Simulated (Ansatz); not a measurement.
```csv
atom,x (Å),y (Å),z (Å)
C,-0.0126,-0.3799,-0.0539
O,-0.0030,-0.3736,1.0519
O,-0.0154,0.6585,-0.9479
H,-0.0200,-1.2939,-0.6847
H,-0.0399,1.4150,-0.3451
```

Basis set: 6-31G* (spherical functions). Left uncorrelated: 3 orbitals. Charge 0, multiplicity 1.

Computed with Ansatz (development build ahead of 0.2.0); each method stands on the lowest determinant of its kind that the runs found. Restricted open shells among the atoms or ions are ROHF, correlated in semicanonical orbitals with singles.

The atomization energy at this shape (free ground-state atoms in the same class of orbitals less the molecule, no zero-point energy) of singlet CH₂O₂:

| method | atomization energy |
| --- | --- |
| RHF | 13.96 eV |

**Question.** What does RHF-MP2 give?

**Answer.** 19.74 eV. Caution: the shape is not the minimum.
